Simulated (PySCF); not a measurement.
Does the structure fit the spectrum?

A compound C$_{8}$H$_{9}$FOSi gives the data below (simulated from a calculation) and was assigned the structure `Cc1ccc([SiH3])c(C(=O)F)c1`.

$^{13}$C{$^{1}$H} NMR (computed): δ 162.7 (C), 146.2 (C), 136.6 (CH), 134.8 (C), 125.4 (CH), 124.4 (CH), 121.2 (CH), 118.5 (CH2).

$^{1}$H NMR (400 MHz, computed): δ 7.81 (d, 1H), 7.56 (m, 1H), 7.26 (m, 1H), 7.14 (m, 1H), 6.17 (m, 1H), 5.74 (m, 1H), 5.31 (s, 3H).

- geometry from GFN2-xTB
- PBE0/pcSseg-1 with gauge-including orbitals
- run in PySCF 2.14.0 with density-fitted response routines
- fast rotation and ring inversion assumed for equivalent nuclei, a single conformation, relativity neglected, no solvent model

Shifts are taken against calculated references (same method and geometry level): $^{1}$H and $^{13}$C vs TMS.

(1) Compare with the shifts computed for the proposed structure, pairing carbons in order of shift.

(2) Which isomer fits?

Results:

(1) Mapped SMILES: `[CH3:1][c:2]1[cH:3][cH:4][c:5]([SiH3:6])[c:7]([C:8](=[O:9])[F:10])[cH:11]1`; H(Xn) means a hydrogen on atom n.

```tsv
atom	computed for proposal	given list	difference
C8	170.7	162.7	+8.0
C5	148.1	146.2	+1.9
C2	146.5	136.6	+9.9
C4	143.3	134.8	+8.5
C3	141.3	125.4	+15.9
C11	138.5	124.4	+14.1
C7	133.3	121.2	+12.1
C1	23.9	118.5	-94.6
```

The rms difference is 35.0 ppm and the largest -94.6 ppm at C1 (methyl carbon on an aromatic ring). The carbon types in order of shift don't match either: C, C, C, CH, CH, CH, C, CH3 for the proposal against C, C, CH, C, CH, CH, CH, CH2 in the data. The proposal doesn't fit.

(2) `C=Cc1cccc(F)c1O[SiH3]`.

Carbon types of the structure: 3 × C, 4 × CH, 1 × CH2, leaving 3 H on heteroatoms. δC 162.7: aromatic carbon bearing fluorine; an ipso carbon deshielded by its heteroatom. δC 146.2: aromatic carbon bearing oxygen; the electronegative substituent deshields the carbon that carries it. δC 136.6: alkene CH; the olefinic region. δC 118.5: terminal =CH2 carbon; the olefinic region.

The data come from this structure; uniqueness wasn't tested.

Splittings by $^{19}$F in the carbon and heteronuclear signals aren't shown, as no couplings were computed. Shifts are as computed. Against solution values, carbons near 30 ppm lie about +3 ppm off and those near 130 ppm about +5 ppm. Of 1211 compounds with measured shifts, 218 miss one by over three times the rms of a fit or turn the order of signals round; such compounds aren't used in these exercises. No couplings were computed; multiplicities are counted from neighbouring protons, with m where these are inequivalent, close in shift, in a saturated or five-membered ring or joined by F or P, and br s for small geminal =CH2 splittings.
